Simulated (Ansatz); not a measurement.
A structure relaxed at PBE-D4/def2-SVP in Ansatz, charge 1, singlet:

```xyz
55

In   -3.3265   -4.1866    0.1879
In   -4.5162    2.1139   -2.2071
In   -1.3836    4.0692    1.4861
In   -0.1884   -3.4107    3.3208
In    0.9365    1.1809    4.0249
In   -1.8245   -0.1679    1.0730
In   -0.4539   -1.8327   -2.8774
In    0.2600    2.0618   -1.6114
In    2.1151   -0.7840    0.4148
In    3.4021    3.1379    0.7602
In    4.3544    0.4396   -3.6111
P    -4.0326    0.4885   -0.1290
P    -2.1801   -2.5533    1.9619
P    -1.3557   -3.9513   -1.5820
P    -1.2006    1.7006    2.6966
P    -1.9641    2.6642   -2.8221
P     0.8933    3.7311    0.1753
P     0.4698   -1.3289    4.7755
P     1.7732   -3.1054    1.5849
P     2.6973    0.9719    2.1542
P    -0.0649   -0.3186   -0.7597
P     2.0845    1.8476   -3.4717
P     3.9930   -0.9920   -1.3541
H    -3.2507   -5.7841    0.8457
H    -4.6244   -3.2414   -0.4698
H    -5.0044    1.0282   -3.4578
H    -5.1225    3.5623   -1.4972
H    -1.2337    5.2994    2.6879
H    -2.5959    3.7784    0.2610
H    -0.1697   -4.9329    4.1371
H     1.3497    2.1186    5.4180
H    -1.8182   -1.1314   -3.6920
H     1.1470   -2.1696   -3.4738
H     4.0893    4.3014    1.8334
H     4.0111    2.4169   -0.7143
H     5.6085    1.5475   -3.2042
H     4.0491   -0.7260   -4.8460
H    -4.9214    0.8508    0.9324
H    -4.6043   -0.7921   -0.4219
H    -3.1508   -2.3778    3.0046
H    -1.6277   -4.9458   -2.5751
H    -0.2108   -4.6014   -1.0188
H    -2.2367    1.6274    3.6861
H    -1.8631    4.0741   -3.0463
H    -1.7460    2.2462   -4.1741
H     0.9975    4.9006   -0.6517
H    -0.5667   -1.2505    5.7607
H     1.5161   -1.7498    5.6595
H     2.9976   -3.5326    2.1905
H     1.6836   -4.1194    0.5792
H     3.8698    0.4404    2.7864
H     1.3365    1.5526   -4.6573
H     2.4117    3.2024   -3.7986
H     3.9894   -2.3846   -1.6853
H     5.2022   -0.9834   -0.5883
```

Q: Give its formula.

A: In11P12H32⁺, a nanocrystal cut from zinc blende InP (hydrogen-capped).

Q: Summarise the bond lengths by kind (pairs closer than 1.2 times the sum of covalent radii, bridged metal pairs left out).

A: 30 × In–P 2.52 to 2.70 Å; 18 × H–P 1.43 to 1.44 Å; 14 × H–In 1.72 to 1.75 Å.

In the def2 sets In takes a core potential; there is no spin–orbit coupling. Single mean-field runs in def2-SVP are fitted with def2-universal-jkfit.
